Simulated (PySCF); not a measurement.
All values below come from PySCF with TPSSh-D3(BJ)/def2-TZVP // TPSS-D3(BJ)/def2-SVP. Gas-phase values, no solvent. One relaxed conformer stands for a flexible species; it need not be the lowest. 

Reference species: [Mo(OH)6] (neutral, multiplicity 1).

* **LUMO**: -3.98 eV
* **coordination number**: 6

Changed species: [Mo(OH)3(NH2)3] (3 of 6 OH replaced by NH2; the reference has 0 of 6 OH replaced by NH2).

**Question.** Give the shifts of the LUMO and coordination number.

**Answer.** the LUMO increases by 1.04 eV, to -2.94 eV; the coordination number stays essentially unchanged.
